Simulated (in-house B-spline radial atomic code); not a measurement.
## RPA and G0W0 on BLYP: B3+

Configuration 1s2, mean-field start BLYP. Computed with a B-spline radial code for spherical atoms: all electrons, non-relativistic, point nucleus, each spin shell either full or empty, empty states to l = 9 with an (l + 1/2)⁻⁴ tail; G0W0 by contour deformation at full frequency.

Relativity, left out, deepens the 1s level by about Z⁴α²/8 hartree.

Command:
```bash
python run_gw.py task.json out
```
Settings (radii: box in bohr, nucleus in fm):
```
Z                        5
electrons                2
configuration            1s2
hamiltonian              nr
method                   b88,lyp
lmax                     9
spin_polarised           False
box_radius               14.14
intervals                44
ion_configuration        1s1
```

Cost of the run: 0.9 s on 1 thread of Arm Neoverse N1, on a shared host.

Energies (hartree):

```tsv
term	value
mean-field total	-22.01997
Hartree-Fock functional on these orbitals	-21.98455
direct second order	-0.094554
second-order exchange	0.047277
SOSEX correction	0.044783
```

What is the RPA correlation energy, and what remains with SOSEX?

RPA gives -0.089565 hartree (-1.22 eV per electron); RPA + SOSEX gives -0.044782, and the second-order doubles -0.047277 hartree (no singles). SOSEX takes back 50 % of the RPA value, the self-correlation of each of the two electrons.

Quasi-particle levels (eV):

```tsv
level	occupied	mean field	Σx - vxc	Σc	QP weight	G0W0
1s	yes	-231.84	-27.93	?	?	?
2s	no	-44.60	7.30	-0.19	0.999	-37.50
```

G0W0 = mean field + (Σx - vxc) + Σc, with Σc (partial-wave tail included) taken at the quasi-particle energy.

Where does G0W0 put 1s?

At -258.88 eV, with Σc = 0.90 eV and a quasi-particle weight of 0.985. The tabulated removal energy is 259.374 eV (NIST, tabulated theory).

What does it cost to remove one electron (to 1s1) by differences of total energies, each species on its own start (correlation terms add to the Hartree-Fock functional)?

BLYP 259.41 eV, Hartree-Fock functional 258.10 eV, + RPA 259.92 eV, + RPA + SOSEX 259.32 eV, + second order 259.39 eV. Tabulated: 259.374 eV (NIST, tabulated theory).
